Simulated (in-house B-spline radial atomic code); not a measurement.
**How G0W0 and RPA depend on the start: Co¹²⁺**

Configuration [Ne] 3s2 3p3, highest spin. Computed with a B-spline radial code for spherical atoms: all electrons, non-relativistic, point nucleus, each spin shell either full or empty, empty states to l = 9 with an (l + 1/2)⁻⁴ tail; G0W0 by contour deformation at full frequency.

```
       start  mean-field 3p up (eV)  G0W0 (eV)  QP weight  RPA correlation (Eh)
Hartree-Fock                -375.48          ?          ?                     ?
         PBE                -359.41    -375.61      0.962               -1.0443
   BHandHLYP                -367.77          ?          ?                     ?
   CAM-B3LYP                -364.80    -375.79      0.970               -1.0055
    LDA VWN5                -359.05    -375.66      0.961               -1.0463
```

(1) What G0W0 level, weight and RPA correlation energy follow from the Hartree-Fock start?

(2) What G0W0 level, weight and RPA correlation energy follow from the BHandHLYP start?

(3) How much of the dependence on the start does G0W0 remove?

## Answers

(1) G0W0 level -376.10 eV, weight 0.980, RPA correlation -0.93491 hartree.

(2) G0W0 level -375.90 eV, weight 0.974, RPA correlation -0.98269 hartree.

(3) The mean-field levels span 16.4 eV and the G0W0 levels 0.493 eV. Against 378.5 ± 0.7 eV (NIST, semi-empirical) the G0W0 removal energies are off by -2.89 to -2.40 eV, with relativity, Breit and QED terms left out.
